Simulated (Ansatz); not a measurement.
Input file for Ansatz (a program for electronic structure): R-BLYP/def2-TZVPP on GeH4OSi (SMILES [OH][Ge][SiH3]), a point of a torsion scan.

Ansatz 0.2 input:
```yaml
crystal:
  periodic: [false, false, false]
  atoms:
    - {symbol: O, position_ang: [2.18570183, -0.16136395, -0.44288671]}
    - {symbol: Ge, position_ang: [0.80394715, -1.10511392, 0.16266669]}
    - {symbol: Si, position_ang: [1.43215047, -1.21607569, 2.54997737]}
    - {symbol: H, position_ang: [2.52114968, 0.70503242, -0.23493706]}
    - {symbol: H, position_ang: [1.93744149, 0.01967665, 3.17914939]}
    - {symbol: H, position_ang: [0.36138587, -1.66745359, 3.45329223]}
    - {symbol: H, position_ang: [2.51758433, -2.19133801, 2.76203642]}
basis:
  gaussian:
    orbitals: def2-TZVPP
hamiltonian:
  xc: {name: BLYP}
scf: {lower_state_search: off}
```

### Question
Predict the final total energy.

### Answer
-2444.2000 hartree.
